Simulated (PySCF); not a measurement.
Vertical excitations of a molecule CH3ClF2OSi from TDA-ωB97X/def2-SVPD (PySCF 2.14.0), as energy in eV (oscillator strength): 7.32 (0.010), 8.40 (0.035), 8.74 (0.031), 8.98 (0.088), 9.14 (0.002), 9.17 (0.058), 9.23 (0.070), 9.44 (0.041), 9.86 (0.003), 9.90 (0.040). Lowest triplet (TDA): 6.86 eV. Coordinates come from a B3LYP-D3(BJ)/def2-SVP optimisation. The values are those of a single conformer.

Q: Which structure fits?
A. CO[Si](F)(F)Cl
B. O[Si@](F)(Cl)CF
C. OC[Si](F)(F)Cl
D. O[Si@H](Cl)C(F)F

A: C, OC[Si](F)(F)Cl
